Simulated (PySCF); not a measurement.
First hyperpolarisability: SMILES C(F)=C=C=C=CF, C₅H₂F₂

Geometry:
```tsv
atom	x (Å)	y (Å)	z (Å)
F1	3.222	-1.156	-1.092
C2	2.214	-1.293	-0.229
C3	1.097	-0.626	-0.342
C4	-0.010	-0.005	-0.386
C5	-1.110	0.630	-0.435
C6	-2.262	1.240	-0.521
F7	-2.495	2.416	0.064
H8	2.431	-2.009	0.557
H9	-3.124	0.863	-1.061
```

Theory: quadratic response CAM-B3LYP/def2-TZVPD first hyperpolarisability, Taylor convention, gas phase in PySCF. Geometry: PBE0-D3(BJ)/def2-TZVP.

Q: What is the first hyperpolarisability, and how does it disperse?

A: In au, Taylor convention; the vector part is βᵢ = ⅓ Σⱼ (βᵢⱼⱼ + βⱼᵢⱼ + βⱼⱼᵢ); β∥ is 3/5 of the vector part along the dipole, the dipole points from − to +:
```csv
process,λ (nm),β vector norm,β∥,β HRS,depolarisation ratio
"static β(0;0,0)",∞,134.9,-80.9,63.4,3.58
"second harmonic β(−2ω;ω,ω)",1907,139.7,-83.8,65.8,3.60
"Pockels β(−ω;ω,0)",1907,136.5,-81.9,–,–
"second harmonic β(−2ω;ω,ω)",1064,151.8,-91.0,72.2,3.65
"Pockels β(−ω;ω,0)",1064,140.1,-84.0,–,–
```

Q: Which lowest excitations, dipole and polarisabilities go with it?

A: S1 3.71 eV (f = 0.000); S2 3.83 eV (f = 0.000); S3 4.74 eV (f = 0.000); dipole 1.70 D; isotropic α 81.9 au static, 82.4 au at 1907 nm, 83.6 au at 1064 nm, 84.1 au at 953.5 nm, 89.8 au at 532 nm.
